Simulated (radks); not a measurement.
The numbers below are computed, except where a source is named.
Spherical quantum dot in the effective-mass picture: electrons in a well V = -V0 / (1 + exp((r - R)/a)) with V0 = 26.5, R = 2.19, a = 0.094, with a point charge +2 (a donor) at the centre, all in effective atomic units (hartree* = m*/eps^2 hartree, bohr* = eps/m* bohr), one dielectric constant everywhere. Level of theory: non-relativistic Kohn-Sham, exchange-only LDA, spin-polarised, spherical densities (a radial shooting solver with Libxc functionals). Levels are named by radial order and angular momentum (1s, 1p, 1d, 2s, ...), and open shells are averaged over m. Results are scaled to m* = 0.034 and eps = 15.7, for which hartree* = 3.753 meV and bohr* = 24.44 nm.

N = 28, configuration 1s2 1p6 1d10 2s2 1f(up 7, down 1). This is the lowest configuration that the search found. Occupied and some empty levels:

level,occupation,eigenvalue (meV),<r> (nm)
1s up,1,-39.204,31.22
1s down,1,-38.833,30.61
1p up,3,-36.316,36.64
1p down,3,-35.835,36.50
1d up,5,-32.555,38.69
1d down,5,-32.041,38.63
2s up,1,-31.195,23.29
2s down,1,-30.990,23.71
1f up,7,-27.685,40.19
1f down,1,-27.153,40.17
1g up,0,-21.782,41.42
2p up,0,-21.310,28.90
1g down,0,-21.243,41.42
2p down,0,-21.055,28.89
2d up,0,-13.154,32.43
2d down,0,-12.841,32.39

Energy (meV): total -1752.11, kinetic 306.26, external -2862.1, Hartree 875.38, exchange-correlation -71.623.

Electron density:

r (nm),n(r) (e/nm^3)
3.45,0.0002384
9.22,0.00009693
15.0,0.00004531
20.8,0.00003381
26.5,0.00004442
32.3,0.00006398
38.1,0.00007267
43.8,0.00005223
49.6,0.00001684
55.4,1.687e-06
61.1,8.598e-08
66.9,4.180e-09
72.7,2.171e-10
